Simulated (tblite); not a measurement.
Problem. What does the GFN2-xTB structure of `C#CC(F)(F)[SiH2][SiH2]N` look like in three dimensions?

Solution. 
```xyz
15
C3H7F2NSi2 angstrom
C      3.877   -0.366   -0.151
C      2.794   -0.254    0.347
C      1.471   -0.120    0.904
F      1.391    1.015    1.685
F      1.212   -1.155    1.778
Si     0.042   -0.062   -0.424
Si    -1.915    0.128    0.793
N     -3.143    0.227   -0.416
H      4.825   -0.464   -0.590
H      0.299   -1.273   -1.214
H      0.462    1.062   -1.277
H     -2.276   -1.066    1.561
H     -1.877    1.267    1.731
H     -3.063    0.902   -1.160
H     -4.106    0.165   -0.129
```

Any rigid rotation of these coordinates is as good. Atoms count from 1 in this order. Si7 (SiH2 silicon) is distorted tetrahedral (angles from 103.8° to 114.8°). Si6 (SiH2 silicon) is distorted tetrahedral (angles from 102.0° to 119.9°). N8 (silicon-bound nitrogen) is pyramidal (angles 120.0°, 118.5° and 109.2°, sum 347.6°, 0.24 Å off the plane of its three neighbours). The C–C distances run from 1.198 Å (C1≡C2, drawn triple) to 1.441 Å (C2–C3, drawn single), a spread of 0.243 Å.

Bonds between heavy atoms (Å): C1≡C2 1.198, C2–C3 1.441, C3–F4 1.380, C3–F5 1.380, C3–Si6 1.952, Si6–Si7 2.312, Si7–N8 1.726.

Computed geometry: GFN2-xTB, gas phase.

Its GFN2-xTB frequencies are all real (lowest 26 cm⁻¹). The numbers are those of one conformer (C2–C3–Si6–Si7 179°, C3–Si6–Si7–N8 178°, Si6–Si7–N8–H -52° and 170°). 3 starts were optimised and ended at 0.00, 0.85 and 0.86 kcal/mol (GFN2-xTB); the lowest of these is shown.
